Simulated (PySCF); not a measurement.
From one molecule to another.

First species: C₄H₈OS₂Si.
SMILES: `C=CO[Si@H](S)SC=C`

Second species: CH₅FSSi.
SMILES: `CS[SiH2]F`

Levels: PBE0/def2-SVPD for HOMO energy, LUMO energy, HOMO–LUMO gap and static isotropic polarisability; TDDFT PBE0/def2-SVPD for lowest singlet excitation; TDA PBE0/def2-SVPD for lowest triplet excitation (Tamm–Dancoff). Geometries: GFN2-xTB. All species are isolated and taken at one optimised geometry, non-relativistic unless stated. Electronic properties by PySCF.

Dipoles, sizes and rotational constants follow the conformer. The torsions of the flexible species, by atom-mapped SMILES:
- `[CH3:1][S:2][SiH2:3][F:4]`: C1–S2–Si3–F4 48°

The conformers of `C=CO[Si@H](S)SC=C` aren't listed.

```csv
property,column X,column Y
HOMO energy,-7.22 eV,-6.78 eV
LUMO energy,-0.32 eV,-0.62 eV
HOMO–LUMO gap,6.90 eV,6.16 eV
lowest singlet excitation,5.51 eV,4.82 eV
lowest triplet excitation (Tamm–Dancoff),5.06 eV,3.90 eV
static isotropic polarisability,59.5 au,117.7 au
```

(1) Which column belongs to which species?

(2) How does each property change from the first species to the second?

## Answers

(1) Column X is the second species and column Y the first. The first has 16 atoms and 86 electrons, the second 9 and 50.

(2) HOMO energy -0.44 eV; LUMO energy +0.30 eV; HOMO–LUMO gap +0.74 eV; lowest singlet excitation +0.69 eV; lowest triplet excitation (Tamm–Dancoff) +1.16 eV; static isotropic polarisability -58.2 au.

On the first: The vertical singlet–triplet gap S1 − T1 is 0.92 eV (TDDFT singlet less Tamm–Dancoff triplet; S1: HOMO→LUMO, weight 0.87; T1: HOMO→LUMO+1, weight 0.60). The principal polarisabilities are 90.7, 119.2 and 143.1 au; their mean is the isotropic value.

On the second: The 6 singlets span 5.51 to 7.44 eV, and their oscillator strengths add up to 0.10. The vertical singlet–triplet gap S1 − T1 is 0.45 eV (TDDFT singlet less Tamm–Dancoff triplet; S1: HOMO→LUMO, weight 0.93; T1: HOMO→LUMO, weight 0.92).
